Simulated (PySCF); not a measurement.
Species: C₆H₁₀O.
Cartesian coordinates in Å at the GFN2-xTB level; atoms count from 1:
```
atom  x, y, z in Å
C1     2.4842    1.5659    0.5898
C2     1.6493    0.7680    0.0051
C3     0.8049   -0.0503   -0.5391
C4    -0.3908   -0.6317    0.1852
C5    -0.2709   -2.1517    0.2586
O6    -1.6002   -0.3382   -0.4943
C7    -1.9531    1.0187   -0.4639
H8     3.3550    1.1940    1.1061
H9     2.3577    2.6366    0.5719
H10    0.9068   -0.3567   -1.5714
H11   -0.4335   -0.2082    1.2037
H12   -0.2413   -2.5649   -0.7459
H13   -1.1332   -2.5622    0.7765
H14    0.6361   -2.4278    0.7894
H15   -1.2056    1.6432   -0.9677
H16   -2.9058    1.1020   -0.9834
H17   -2.0665    1.3754    0.5682
```

The closed-shell ground state was solved at several levels (PySCF, density fitting, gas phase, non-relativistic).

```tsv
level	basis functions	total energy (Eh)	HOMO (eV)	LUMO (eV)	gap (eV)	dipole (D)
PBE0/pcSseg-1	169	-309.3971	-7.30	0.33	7.63	1.16
CAM-B3LYP/def2-SVPD	223	-309.4286	-8.78	1.25	10.03	1.22
```

Estimate the row for PBE0/def2-SVPD, a basis of 223 functions; the other rows only guide the guess.

Total energy -309.2257 Eh, HOMO -7.37 eV, LUMO 0.23 eV, gap 7.60 eV, dipole 1.14 D.

Over all these levels, which gives the widest orbital gap and which the narrowest?

CAM-B3LYP/def2-SVPD (range-separated hybrid) has the widest, 10.03 eV, and PBE0/def2-SVPD (global hybrid, 25 % exact exchange) the narrowest, 7.60 eV. The two share the basis. From the narrowest to the widest the HOMO moves by -1.41 eV and the LUMO by +1.02 eV.

How far do the dipole and the HOMO energy spread over the levels?

The dipole runs from 1.14 to 1.22 D (mean 1.17 D) and the HOMO from -8.78 to -7.30 eV.

One conformer stands for the species.
